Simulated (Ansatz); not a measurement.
Mulliken charges of CH₄F₂OSi (`OC[SiH](F)F`) from r2SCAN/def2-TZVPP in Ansatz (PBE0-D4/def2-TZVP geometry).

```
atom   x (Å)   y (Å)   z (Å)  charge (e)
  O1   0.209  -0.799  -1.550      -0.352
  C2   0.469  -0.755  -0.155      -0.019
 Si3  -0.449   0.630   0.696       0.780
  F4  -2.014   0.368   0.692      -0.310
  F5  -0.199   1.942  -0.175      -0.324
  H6   0.409   0.062  -1.929       0.207
  H7   1.546  -0.677   0.060       0.058
  H8   0.148  -1.716   0.256       0.061
  H9  -0.031   0.900   2.087      -0.101
```

Task: By hand: the dipole of these point charges (1 e Å = 4.8032 D).

Result: Σ q r = (0.443, -0.178, 0.343) e Å, of length 0.588 e Å = 2.82 D.

Task: How does the dipole of the full density compare? (Best estimate.)

Result: Ansatz gave: (0.360, -0.017, 0.196) e Å, 1.97 D; the point charges give 1.43 times that, at 18° from its direction.

Point charges leave out the atoms' own dipoles, such as those of lone pairs, and Mulliken's split depends on the basis, so the two needn't agree.
